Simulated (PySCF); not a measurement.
# What a mistake does to a calculation on B2H4NSi cation

All numbers below are calculated, not measured. They come from PySCF 2.14.0, an open-source quantum chemistry program, on an isolated molecule that a program drew, which may never have been made. The molecule is B2H4NSi cation (charge +1, singlet), drawn as the SMILES string `B=NB[SiH2+]`.

Each row is a Hartree-Fock (HF) and frozen-core CCSD(T) single point in the cc-pV(D+d)Z basis, meant for a local HF minimum. Run 1 is clean. Each other run has one planted mistake out of seven kinds, and not every kind appears here: one electron removed, one electron added, multiplicity raised by two, geometry at a saddle point, minimal basis STO-3G, one bond length entered in bohr, all coordinates scaled. The reference is restricted for singlets and unrestricted otherwise, and also for a bond in bohr. Adding or removing an electron swaps singlet and doublet. Electrons count all cores. HOMO and LUMO are orbital energies over both spins, the gradient is its largest component, and the lowest frequency (negative if imaginary) is given only where the gradient is small. Bond lengths are over the 7 bonds as drawn. T1 is the CCSD diagnostic: over 0.02 (restricted) or 0.045 (unrestricted) a single reference is doubtful.

Geometry of the clean run:
```xyz
8
B2H4NSi cation, angstrom
B    -2.6720    1.5625   -2.3397
N    -1.6730    0.8053   -2.4570
B    -0.5299    0.0912   -2.7155
Si   -0.3245   -1.5809   -1.4973
H    -3.6077    2.2516   -2.2132
H     0.3096    0.3246   -3.5264
H    -0.8943   -2.8996   -1.8107
H     0.3092   -1.5577   -0.1707
```

| run | electrons | basis functions | <S^2> | HOMO (eV) | LUMO (eV) | gradient (hartree/bohr) | lowest frequency (cm^-1) | mean bond (Å) | longest bond (Å) | T1 | HF (hartree) | CCSD(T) (hartree) | mistake |
|---|---|---|---|---|---|---|---|---|---|---|---|---|---|
| 1 | 34 | 85 | 0.000 | -15.29 | -5.32 | 2.1e-05 | 89 | 1.4300 | 2.079 | 0.0158 | -394.83136 | -395.27217 | no fault |
| 2 | 34 | 85 | 2.029 | -12.75 | -7.56 | 6.3e-02 | - | 1.4300 | 2.079 | 0.0217 | -394.73930 | -395.17625 | multiplicity raised by two |
| 3 | 33 | 85 | 0.770 | -22.76 | -12.44 | 8.1e-02 | - | 1.4300 | 2.079 | 0.0432 | -394.32333 | -394.72494 | ? |
| 4 | 34 | 28 | 0.000 | -13.82 | -2.16 | 2.4e-02 | - | 1.4300 | 2.079 | 0.0178 | -390.24383 | -390.46653 | ? |

**Which mistake was planted in run 3, and what did it cost?**

It counts 33 electrons, one fewer than the clean run, at the same geometry and basis. So the mistake is: one electron removed. Subtracting run 1 and multiplying by 627.51 kcal/mol a hartree, the energy moved by 318.8 kcal/mol in HF and 343.4 kcal/mol in CCSD(T).

**Which mistake was planted in run 4, and what did it cost?**

It has 28 basis functions where the clean run has 85, with the same electrons and geometry. So the mistake is: minimal basis STO-3G. Subtracting run 1 and multiplying by 627.51 kcal/mol a hartree, the energy moved by 2878.7 kcal/mol in HF and 3015.6 kcal/mol in CCSD(T).

